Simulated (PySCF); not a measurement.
# Potential energy of TlH along the bond

Set-up: PySCF, scalar-relativistic core potentials, basis sets Tl cc-pVDZ-PP with ECP60, H cc-pVDZ. Energies in eV from Tl + H in their ground configurations at the same level. State: ¹Σ⁺ (singlet), closed shell.

Curves on a restricted Hartree–Fock reference rise too fast on stretching and do not dissociate correctly.

| R (Å) | PBEsol | LC-ωPBE | r²SCAN | RHF-CCSD |
| --- | --- | --- | --- | --- |
| 1.647 | -2.280 | -2.154 | -2.153 |  |
| 1.724 | -2.474 | -2.328 | -2.348 | -2.237 |
| 1.800 | -2.587 | -2.418 | -2.460 | -2.336 |
| 1.858 | -2.630 | -2.444 | -2.502 | -2.369 |
| 1.915 | -2.646 | -2.441 | -2.516 | -2.375 |
| 1.972 | -2.638 | -2.415 | -2.506 | -2.359 |
| 2.049 | -2.599 | -2.351 | -2.464 | -2.311 |
| 2.145 | -2.517 | -2.238 | -2.376 | -2.218 |
| 2.260 | -2.383 | -2.067 | -2.236 | -2.075 |
| 2.413 | -2.168 | -1.802 | -2.013 |  |

Task: Put a parabola through the three lowest points of the PBEsol curve and estimate Re, k and ωe (reduced mass 1.003 u; 1 eV/Å² = 0.16022 mdyn/Å; ωe = 1302.8·√(k/μ) cm⁻¹).

Result: Through R = 1.858, 1.915, 1.972 Å the second-order coefficient is 3.69 eV/Å², so Re ≈ 1.925 Å, k ≈ 1.18 mdyn/Å and ωe ≈ 1415 cm⁻¹. A polynomial fit of higher order to the unrounded PBEsol energies gives Re = 1.923 Å, k = 1.08 mdyn/Å, ωe = 1350 cm⁻¹; anharmonicity and rounding make the difference.

The higher-order fit for each curve: PBEsol: Re = 1.923 Å, ωe = 1350 cm⁻¹, De = 2.65 eV; LC-ωPBE: Re = 1.880 Å, ωe = 1469 cm⁻¹, De = 2.45 eV; r²SCAN: Re = 1.917 Å, ωe = 1376 cm⁻¹, De = 2.52 eV; RHF-CCSD: Re = 1.900 Å, ωe = 1383 cm⁻¹, De = 2.38 eV.

Correlated steps freeze 4 core orbitals. Correlated levels converge slowly with the basis: in double zeta they bind strong bonds too weakly, by up to about 1 eV, and carry superposition errors of some tenths. Spin–orbit coupling is left out, which matters for elements this heavy, above all for dissociation energies. Where the molecule has an RHF reference, its open-shell atoms are computed with UHF.
